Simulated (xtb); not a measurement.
Mo(S)(Cl)(OH)3 (ClH3MoO3S), SMILES [OH][Mo]([OH])([OH])([Cl])=[S], multiplicity 1. All values are semi-empirical tight-binding results from xtb (GFN2-xTB unless named), good for trends rather than for accurate numbers. The structure is a stationary point at GFN2-xTB. The spin state was assumed, not searched. The values are those of a single conformer.

For metal compounds this method's bond lengths and energies can be far off.

Computed properties:
```
Item                                           Value
-------------------------------------  -------------
point group as xtb finds it                       Cs
orbital gap                                  2.56 eV
zero-point energy                      24.6 kcal/mol
G − E(el) at 298.15 K (modified RRHO)   2.9 kcal/mol
```
